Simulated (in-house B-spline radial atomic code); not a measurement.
Radial electron density of neutral lanthanum, [Xe] 5d1 6s2. Computed with a B-spline radial code for spherical atoms: Dirac-Kohn-Sham BHandHLYP, spherical fractional occupations, exact exchange averaged over the configuration, Fermi nucleus of rms radius 4.855 fm.

Columns: r (bohr), 4πr²n(r) (electrons per bohr), bar.

```
0.000873    2.069 #
  0.0011    3.072 #
 0.00138    4.495 ##
 0.00173    6.517 ###
 0.00217    9.359 ####
 0.00273    13.33 ######
 0.00343    18.64 ########
 0.00431    25.55 ############
 0.00541    34.08 ###############
  0.0068    44.12 ####################
 0.00854    54.86 #########################
  0.0107    64.91 #############################
  0.0135    72.75 #################################
  0.0169    76.09 ###################################
  0.0212    74.58 ##################################
  0.0267    69.81 ################################
  0.0335    66.59 ##############################
  0.0421    70.17 ################################
  0.0529    81.79 #####################################
  0.0664    94.47 ###########################################
  0.0834    96.92 ############################################
   0.105    85.33 #######################################
   0.132    72.62 #################################
   0.165    74.17 ##################################
   0.208    83.66 ######################################
   0.261    76.56 ###################################
   0.328    49.83 #######################
   0.411    30.75 ##############
   0.517    31.89 ##############
   0.649     34.1 ###############
   0.815    24.43 ###########
    1.02     13.4 ######
    1.29    8.731 ####
    1.62    7.051 ###
    2.03    4.587 ##
    2.55     2.29 #
     3.2      1.2 #
    4.02   0.7925 
    5.05   0.4876 
    6.34   0.2163 
    7.97  0.06094 
      10  0.01012 
    12.6 0.0008432 
    15.8 3.394e-05
```

On this grid the curve has 4 maxima, near 0.0169, 0.0834, 0.208, 0.649 bohr.

The 6s1/2 radial function P(r) = rR(r), positive near the nucleus, with its small component Q(r) (sign convention: Q ≈ (P' + κP/r)/2c):

```
r (bohr)          P           Q
0.000351   0.004044  -0.0008593
0.000554   0.006056   -0.001314
0.000873   0.008984   -0.001976
 0.00138    0.01321   -0.002942
 0.00217    0.01897   -0.004295
 0.00343    0.02653   -0.006164
 0.00541    0.03522   -0.008539
 0.00854    0.04278    -0.01121
  0.0135    0.04377    -0.01346
  0.0212     0.0294    -0.01378
  0.0335  -0.008245    -0.01022
  0.0529   -0.05737   -0.002168
  0.0834   -0.06585    0.006225
   0.132    0.01995     0.00669
   0.208     0.1057   -0.001585
   0.328  -0.009743   -0.005018
   0.517    -0.1561    0.001273
   0.815    0.05781     0.00305
    1.29     0.2491   -0.001141
    2.03   -0.08672   -0.001833
     3.2     -0.496   3.206e-05
    5.05    -0.4577   0.0007175
    7.97    -0.1692   0.0003318
    12.6   -0.02021     4.2e-05
```
